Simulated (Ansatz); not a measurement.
`CS[S][GeH3]`, relaxed with RKS PBE0-D4/def2-TZVP in Ansatz 0.2.0 from a PBE-D4/def2-SVP geometry. The force threshold is 0.005 eV/Å; the program also tests the step.

Total charge 0; spin multiplicity 1.

Start:

```xyz
10

C    -0.619   -0.376    1.854
S    -1.198   -1.128    0.295
S     0.610   -1.416   -0.740
Ge    0.678    0.575   -1.811
H     0.053   -1.064    2.402
H    -1.533   -0.197    2.457
H    -0.112    0.591    1.670
H     2.023    0.618   -2.586
H    -0.524    0.683   -2.782
H     0.623    1.714   -0.759
```

| step | energy (eV) | largest force (eV/Å) | largest move (Å) |
| --- | --- | --- | --- |
| 1 | -79309.6681 | 0.726 | 0.000 |
| 2 | -79309.7187 | 0.230 | 0.040 |
| 3 | -79309.7223 | 0.062 | 0.015 |
| 4 | -79309.7226 | 0.035 | 0.014 |
| 5 | -79309.7227 | 0.013 | 0.006 |
| 6 | -79309.7227 | 0.005 | 0.005 |
| 7 | -79309.7227 | 0.008 | 0.007 |
| 8 | -79309.7228 | 0.005 | 0.002 |

End:

```xyz
10

C    -0.615   -0.371    1.832
S    -1.177   -1.120    0.294
S     0.582   -1.391   -0.727
Ge    0.675    0.570   -1.790
H     0.070   -1.035    2.357
H    -1.511   -0.221    2.440
H    -0.142    0.594    1.649
H     2.007    0.595   -2.559
H    -0.519    0.680   -2.747
H     0.630    1.700   -0.750
```

Run time 33 s (4 threads of a server CPU on a shared host); peak host memory 0.59 GiB.
